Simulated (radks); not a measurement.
Values are calculated unless marked as measured or tabulated.
Initial-state core-level shifts of neutral gold when its valence configuration changes from [Xe] 4f14 5d10 6s1. Code: a radial shooting solver on a logarithmic mesh with Libxc functionals. Model: scalar-relativistic Kohn-Sham, SCAN, spin-unpolarised, spherical densities, finite nucleus; meta-GGA in the generalised Kohn-Sham scheme; Fermi nuclear charge, rms radius 5.4371 fm. Shifts are changes of the shell-averaged eigenvalues in eV (positive: less bound); the change of the density at the nucleus, which sets a Mossbauer isomer shift, is in e/bohr^3, on a base of 2.301e+06.

valence                     2s       3p       4s       4d  density at nucleus
4f13 5d10 6s1 6p1      -18.847  -20.796  -18.423  -17.277              +176.4
4f14 5d10 6p1           -2.148   -2.171   -2.194   -2.190              -138.3
4f12 5d10 6s1 6p2      -38.542  -42.515  -37.408  -35.054              +364.3
4f14 5d9 6s2            -3.269   -3.230   -3.192   -3.199              +169.6
4f13 5d10 6s2          -16.692  -18.625  -16.235  -15.093              +313.0
4f14 5d9 6s1 6p1        -5.341   -5.318   -5.299   -5.302               +32.1
4f14 5d9.5 6s1.5        -1.602   -1.583   -1.566   -1.570               +82.8
4f12.5 5d10 6s1 6p1.5  -28.575  -31.528  -27.834  -26.091              +269.0
4f13 5d9.5 6s1 6p1.5   -21.565  -23.492  -21.099  -19.953              +193.8
